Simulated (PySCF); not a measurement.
CH$_{2}$O$_{2}$, triplet, at a GFN2-xTB geometry (a higher spin typed on purpose: for a closed-shell molecule this is an excited state); REVPBE/6-311G** (PySCF).

PySCF was given this input:
```python
from pyscf import gto, scf, dft

mol = gto.M(
    atom='''
O     0.925012   -0.695889    0.132124
C    -0.340510   -0.197161    0.155210
O    -0.730364    0.993807   -0.111213
H     1.469380   -0.326263   -0.588324
H    -0.983495   -0.874114   -0.510223
''',
    basis='6-311g**',
    charge=0,
    spin=2,
    verbose=4,
)

mf = dft.UKS(mol)
mf.xc = 'revpbe'
mf.grids.atom_grid = (99, 590)
mf.grids.prune = None
mf.kernel()
```

Q: What does PySCF print? Leave out banner, timings and long lists.

A: 
```
PySCF version 2.14.0

[INPUT] verbose = 4
[INPUT] num. atoms = 5
[INPUT] num. electrons = 24
[INPUT] charge = 0
[INPUT] spin (= nelec alpha-beta = 2S) = 2
[INPUT] symmetry False subgroup None
[INPUT] Mole.unit = angstrom
[INPUT] Symbol           X                Y                Z      unit          X                Y                Z       unit  Magmom
[INPUT]  1 O      0.925012000000  -0.695889000000   0.132124000000 AA    1.748019341936  -1.315039623097   0.249678174482 Bohr   0.0
[INPUT]  2 C     -0.340510000000  -0.197161000000   0.155210000000 AA   -0.643470642676  -0.372580292445   0.293304391794 Bohr   0.0
[INPUT]  3 O     -0.730364000000   0.993807000000  -0.111213000000 AA   -1.380187931242   1.878023050676  -0.210162111491 Bohr   0.0
[INPUT]  4 H      1.469380000000  -0.326263000000  -0.588324000000 AA    2.776725772913  -0.616547714579  -1.111771232509 Bohr   0.0
[INPUT]  5 H     -0.983495000000  -0.874114000000  -0.510223000000 AA   -1.858536194879  -1.651836061648  -0.964181732454 Bohr   0.0

nuclear repulsion = 67.5906656853468
number of shells = 32
number of NR pGTOs = 109
number of NR cGTOs = 66
basis = 6-311g**
ecp = {}

******** <class 'pyscf.dft.uks.UKS'> ********
method = UKS
initial guess = minao
damping factor = 0
level_shift factor = 0
DIIS = <class 'pyscf.scf.diis.CDIIS'>
diis_start_cycle = 1
diis_space = 8
diis_damp = 0
SCF conv_tol = 1e-09
SCF conv_tol_grad = None
SCF max_cycles = 50
direct_scf = True
direct_scf_tol = 1e-13
number electrons alpha = 13  beta = 11
XC library pyscf.dft.libxc version 7.1.2
    S. Lehtola, C. Steigemann, M. J. T. Oliveira, and M. A. L. Marques,  SoftwareX 7, 1–5 (2018)
XC functionals = revpbe
    Y. Zhang and W. Yang,  Phys. Rev. Lett. 80, 890 (1998)
    J. P. Perdew, K. Burke, and M. Ernzerhof,  Phys. Rev. Lett. 77, 3865 (1996)
    J. P. Perdew, K. Burke, and M. Ernzerhof,  Phys. Rev. Lett. 78, 1396 (1997)
radial grids:
    Treutler-Ahlrichs [JCP 102, 346 (1995); DOI:10.1063/1.469408] (M4) radial grids

becke partition: Becke, JCP 88, 2547 (1988); DOI:10.1063/1.454033
pruning grids: None
grids dens level: 3
symmetrized grids: False
atomic radii adjust function: <function treutler_atomic_radii_adjust>
User specified grid scheme (99, 590)
small_rho_cutoff = 0
Set gradient conv threshold to 3.16228e-05
tot grids = 292056
init E= -189.964120316036

cycle= 1 E= -189.485557465586  delta_E= 0.479  |g|= 0.546  |ddm|= 1.38

cycle= 2 E= -189.024069623509  delta_E= 0.461  |g|= 1.18  |ddm|= 1.37

cycle= 3 E= -189.484655830021  delta_E= -0.461  |g|= 0.503  |ddm|=  1.2

cycle= 4 E= -189.588204901321  delta_E= -0.104  |g|= 0.165  |ddm|= 0.454

cycle= 5 E= -189.598769569659  delta_E= -0.0106  |g|= 0.0515  |ddm|= 0.137

cycle= 6 E= -189.599694799009  delta_E= -0.000925  |g|= 0.0248  |ddm|= 0.0539

cycle= 7 E= -189.599990577958  delta_E= -0.000296  |g|= 0.00395  |ddm|= 0.0238

cycle= 8 E= -189.599996628785  delta_E= -6.05e-06  |g|= 0.000813  |ddm|= 0.00417

cycle= 9 E= -189.599996855888  delta_E= -2.27e-07  |g|= 0.000401  |ddm|= 0.00093

cycle= 10 E= -189.59999693073  delta_E= -7.48e-08  |g|= 8.13e-05  |ddm|= 0.000346

cycle= 11 E= -189.5999969339  delta_E= -3.17e-09  |g|= 1.83e-05  |ddm|= 8.32e-05

cycle= 12 E= -189.599996934068  delta_E= -1.68e-10  |g|= 4.83e-06  |ddm|= 1.71e-05

Extra cycle  E= -189.599996933973  delta_E= 9.55e-11  |g|= 1.57e-05  |ddm|= 1.47e-05
converged SCF energy = -189.599996933973  <S^2> = 2.0036795  2S+1 = 3.002452
```
